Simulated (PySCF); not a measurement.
## M(OH)₃ across group 13

Level: PBE0, basis family def2-TZVP, no relativity.

Each entry is the lowest minimum that a search over a few typed start shapes (and spin states, where more than one is plausible) found, or that minimum re-optimised at the stated level; isomers with ligand–ligand bonds, or fragments after loss of a ligand pair, can lie lower. Open shells are unrestricted; no spin–orbit coupling; PySCF with density fitting.

| molecule | 2S+1 | point group | mean bond to the central atom (Å) | gap (eV) | distinct angles (°) | polar-tensor charge of the central atom |
| --- | --- | --- | --- | --- | --- | --- |
| B(OH)₃ | 1 | C3h | 1.366 | 9.92 | 112/120 | 1.40 |
| Al(OH)₃ | 1 | C3h | 1.689 | 8.59 | 122/120 | 1.69 |
| Ga(OH)₃ | 1 | C3h | 1.775 | 8.06 | 113/120 | 1.61 |

Left out of the table are members whose search was unfinished or whose lowest solution was spin-contaminated, unstable, very soft or bonded differently.
